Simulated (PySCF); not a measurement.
Fractional electron number in V²⁺ (vanadium, charge +2)

The 3d alpha orbital of [Ar] 3d3 is emptied in steps (occupation f), with all orbitals relaxed, ending at [Ar] 3d2. Calculation: PySCF 2.14, in x2c-TZVPall; the spin-free X2C one-electron Hamiltonian (Gaussian nucleus). The exact energy is a straight line in f; departures are measured from the line between the end points of the same method.

Among UHF, LDA, PBE, which shows the largest delocalisation error (convex curve), and which is closest to linear?

Most convex: LDA (-1.955 eV at f = 0.5); closest to linear: UHF (0.383 eV).

| f | UHF (eV) | LDA (eV) | PBE (eV) |
| --- | --- | --- | --- |
| 1 | 0.000 | 0.000 | 0.000 |
| 0.9 | 0.146 | -0.689 | -0.674 |
| 0.7 | 0.332 | -1.625 | -1.587 |
| 0.5 | 0.383 | -1.955 | -1.907 |
| 0.3 | 0.313 | -1.659 | -1.616 |
| 0.1 | 0.131 | -0.718 | -0.698 |
| 0 | 0.000 | 0.000 | 0.000 |

```json
{"method": "UHF", "E(f=0) − E(f=1) (eV)": "28.581", "−ε at f=1 (eV)": "30.235", "−ε at f=0.5 (eV)": "28.526"}
{"method": "LDA", "E(f=0) − E(f=1) (eV)": "30.229", "−ε at f=1 (eV)": "22.624", "−ε at f=0.5 (eV)": "30.128"}
{"method": "PBE", "E(f=0) − E(f=1) (eV)": "30.032", "−ε at f=1 (eV)": "22.588", "−ε at f=0.5 (eV)": "29.948"}
```

Reference removal energy between the ground levels: 29.311 eV (measured; NIST Atomic Spectra Database, ionization energies). The calculation has no spin-orbit coupling. The determinant left behind need not be the lowest term of the ion. UHF lacks correlation.
